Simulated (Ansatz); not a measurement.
`C=CB[SiH2][SiH3]` + `C=COC` → `CO[SiH2][SiH3]` + `C=CBC=C`  (formal exchange of groups at the Si–B bond)

Gas-phase electronic energies from Ansatz, PBE0-D4/def2-TZVP geometries. CCSD(T)/CBS is the MP2 limit (def2-TZVPP, def2-QZVPP) plus CCSD(T) − MP2 in def2-TZVPP, frozen cores. DFT in def2-TZVPP. Each species was taken in one conformer, which may not be the lowest.

`C=CB[SiH2][SiH3]`:

```xyz
14

C     0.104    2.960   -0.195
C    -0.026    1.702   -0.638
B     0.844    0.577   -0.061
Si    0.657   -1.344   -0.591
Si   -0.934   -2.249    0.883
H     0.822    3.201    0.583
H    -0.487    3.786   -0.583
H    -0.761    1.517   -1.421
H     1.620    0.870    0.806
H     1.906   -2.143   -0.446
H     0.129   -1.542   -1.973
H    -0.480   -2.105    2.293
H    -2.232   -1.535    0.737
H    -1.160   -3.694    0.607
```

`C=COC`:

Z-matrix (Å, degrees):
```
C
O 1 1.408
H 1 1.095 2 111.0
H 1 1.089 2 106.6 3 119.3
H 1 1.095 2 111.0 3 -121.4
C 2 1.344 1 116.4 3 60.7
C 6 1.330 2 128.1 1 0.0
H 6 1.085 2 110.2 1 -180.0
H 7 1.081 6 123.6 2 -0.0
H 7 1.081 6 118.7 2 180.0
```

`CO[SiH2][SiH3]`:

Cartesian coordinates in Å:
```
C -0.292 -1.944 1.176
O 0.310 -0.883 0.470
Si -0.562 0.375 -0.137
Si 0.950 1.810 -1.193
H 0.490 -2.646 1.472
H -1.021 -2.476 0.554
H -0.799 -1.587 2.080
H -1.596 -0.121 -1.095
H -1.299 1.077 0.958
H 0.208 2.969 -1.762
H 1.656 1.108 -2.298
H 1.956 2.319 -0.223
```

`C=CBC=C`:

Cartesian coordinates in Å:
```
C 0.716 0.821 -2.271
C 0.529 -0.113 -1.332
B -0.063 0.240 0.045
C -0.296 -0.797 1.159
C -0.811 -0.445 2.343
H 0.452 1.858 -2.080
H 1.132 0.601 -3.251
H 0.811 -1.137 -1.577
H -0.359 1.386 0.262
H -0.045 -1.847 1.011
H -1.079 0.589 2.544
H -0.986 -1.155 3.147
```

| species | PBE-D4 energy (Eh) |
| --- | --- |
| `C=CB[SiH2][SiH3]` | -685.00677 |
| `C=COC` | -192.95425 |
| `CO[SiH2][SiH3]` | -696.76634 |
| `C=CBC=C` | -181.24337 |

Problem. Work out ΔE.

Solution. ΔE = (-696.76634) + (-181.24337) − (-685.00677) − (-192.95425) = -0.04869 Eh = -1.32 eV. CCSD(T)/CBS gives -1.64 eV.

Largest T1 diagnostic among the species: 0.013.

From PBE to PBE0 (25 % exact exchange), in def2-TZVPP and without D4, ΔE moves by −0.10 eV. In def2-TZVPP, CCSD(T) changes the Hartree–Fock value by +0.27 eV (the triples alone add +0.05 eV) and MP2 by +0.19 eV.
